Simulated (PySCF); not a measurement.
CH₄MgOSe, SMILES C[O][Mg][SeH].

The structure is a stationary point at B3LYP-D3(BJ)/def2-SVP. The structure was generated by enumeration; whether it is a known compound was not checked. Other conformers were not sampled.

Calculation: TDDFT-LC-ωPBE/def2-SVPD (PySCF 2.14.0).

Vertical excitations. The molecule is in vacuum.

Question: List the lowest excited states. (The exact figures need the calculation; the answer reports its results.)

Answer: 
| state | energy (eV) | λ (nm) | f | main pairs |
|---|---|---|---|---|
| S1 | 4.91 | 253 | 0.058 | HOMO→LUMO 90 % |
| S2 | 5.61 | 221 | 0.004 | HOMO→LUMO+5 22 %, HOMO→LUMO+4 22 %, HOMO−2→LUMO 19 %, HOMO→LUMO+1 15 % |
| S3 | 5.65 | 219 | 0.018 | HOMO−1→LUMO 82 % |
| S4 | 5.69 | 218 | 0.031 | HOMO−2→LUMO 63 % |
| S5 | 6.28 | 198 | 0.111 | HOMO−3→LUMO 70 %, HOMO→LUMO+2 13 % |
| S6 | 6.28 | 197 | 0.000 | HOMO→LUMO+1 48 %, HOMO→LUMO+8 21 %, HOMO→LUMO+6 13 % |
| S7 | 6.68 | 186 | 0.129 | HOMO→LUMO+2 40 %, HOMO→LUMO+7 13 %, HOMO−3→LUMO+5 8 %, HOMO−3→LUMO 8 % |
| S8 | 6.81 | 182 | 0.001 | HOMO−2→LUMO+1 76 % |
| S9 | 6.89 | 180 | 0.019 | HOMO−1→LUMO+1 55 %, HOMO−2→LUMO+2 19 % |
| S10 | 7.05 | 176 | 0.001 | HOMO−1→LUMO+2 75 %, HOMO−1→LUMO+7 16 % |
| T1 | 4.55 | 272 | 0 | HOMO→LUMO 84 % |
| T2 | 5.17 | 240 | 0 | HOMO→LUMO+5 29 %, HOMO→LUMO+4 27 %, HOMO→LUMO+3 10 %, HOMO→LUMO+1 9 % |
| T3 | 5.37 | 231 | 0 | HOMO−1→LUMO 78 % |
| T4 | 5.38 | 231 | 0 | HOMO−2→LUMO 77 % |
Triplets are in the Tamm–Dancoff approximation, which puts them higher than full response would, so one can lie above its singlet here.
